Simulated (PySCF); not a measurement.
Compound: C7H18P2.
Bonds: C1–C2, C2–P3, P3–C4, C4–C5, C5–P6, P3–C7, C7–C8, C7–C9. Hydrogens: H10, H11, H12 on C1; H13, H14 on C2; H15, H16 on C4; H17, H18 on C5; H19, H20 on P6; H21 on C7; H22, H23, H24 on C8; H25, H26, H27 on C9.

All values: PBE0/pcSseg-1 (PySCF, non-relativistic), on one gas-phase PBE0-D3(BJ)/def2-SVP geometry that isn't relaxed in the solvent. The solvent is an IEF-PCM continuum (Bondi radii, 1.10 Å for H, scaled by 1.2). The model holds no explicit solvent molecules, cavitation or dispersion.

Gas phase at PBE0/pcSseg-1: HOMO -6.43 eV, LUMO 0.50 eV, dipole 1.67 D.

What does the continuum do to the energy, the frontier levels and the dipole at PBE0/pcSseg-1 in cyclohexane and acetone?

| solvent | ε | E(solvent) − E(gas) (kcal/mol) | polarisation term (kcal/mol) | distortion of the solute (kcal/mol) | HOMO (eV) | LUMO (eV) | dipole (D) |
| --- | --- | --- | --- | --- | --- | --- | --- |
| cyclohexane | 2.017 | -1.56 | -1.65 | 0.09 | -6.41 | 0.58 | 1.88 |
| acetone | 20.49 | -4.02 | -4.74 | 0.72 | -6.47 | 0.64 | 2.36 |

The first energy column is the sum of the next two and covers electrostatics alone. From cyclohexane to acetone the lowering changes by a factor 2.57, Onsager's factor (ε − 1)/(2ε + 1) by 2.30 and ε itself by 10.2.

Which radius a makes the point-dipole formula ΔE = −[(ε − 1)/(2ε + 1)]·μ²/a³ give the value in acetone, with the gas-phase dipole?

μ = 0.655 au and |ΔE| = 0.00640 Eh give a = 1.66 Å; the farthest nucleus lies 5.17 Å from the centroid of the nuclei, so such a sphere wouldn't even hold the nuclei. The formula assumes a rigid point dipole at the centre of a sphere.

Which Hirshfeld charges (PBE0/pcSseg-1) respond most in acetone (means over atoms taken as equivalent)?

```tsv
atoms	environment	gas (e)	solvent (e)	change
P3	phosphine phosphorus	+0.150	+0.123	-0.027
P6	phosphine phosphorus	+0.066	+0.043	-0.023
H19/H20	P–H hydrogen	-0.018	-0.011	+0.007
H21	methine hydrogen	+0.030	+0.036	+0.006
H13/H14	methylene hydrogen	+0.035	+0.040	+0.005
H15/H16	methylene hydrogen	+0.033	+0.037	+0.004
H17/H18	methylene hydrogen	+0.036	+0.039	+0.003
C5	sp3 carbon bound to phosphorus	-0.113	-0.111	+0.002
```
